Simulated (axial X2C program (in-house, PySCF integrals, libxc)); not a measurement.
**NiAs⁺: a run with one poor setting**

All values were computed with an axial X2C code built on PySCF integrals. Spin-free means the one-electron spin-free X2C Hamiltonian. Basis: As dyall-v3z [9s9p6d1f], Ni dyall-v3z [9s9p6d3f2g] (cores contracted in-house); Gaussian nuclei, density fitting, unrestricted open shells. Masses: As 74.922 u, Ni 57.935 u.

One setting of this run was spoiled on purpose, so its numbers are not properties of NiAs⁺. Level: PBE, without spin–orbit coupling; state M_S = 2, Λ = 2 (beyond evenly filled blocks: σα, π+α, π-α, δ+α, δ+β, δ-α).

```tsv
R (Å)	E − E(lowest point) (eV)	SCF iterations
2.000	not converged	6
2.092	not converged	6
2.161	not converged	6
2.230	not converged	6
2.299	not converged	6
2.380	not converged	6
2.460	not converged	6
2.563	not converged	6
2.690	not converged	6
2.874	not converged	6
```

Output at the reference distance (the second, level-shifted attempt; the first did not converge):

```
spin-free X2C-1e  PBE
basis functions 178  fitting functions 1083  grid points 5801
iter        total energy     max residual
   1      -3780.575838763     5.91e-01
   2      -3780.638828307     1.38e-02
   3      -3780.630137817     3.84e-02
NOT converged
one-electron -5670.39503772  Coulomb 1824.81890189  exact exchange 0.00000000  xc functional -147.73766571  nuclear repulsion 212.68366372
```

Question: Which setting was spoiled?
A. an excited determinant was followed
B. too few iterations allowed
C. virtual space cut too low
D. integration grid too coarse
E. density fitting set too sparse

Answer: B. Too few iterations allowed: 3 iterations an attempt, two attempts.
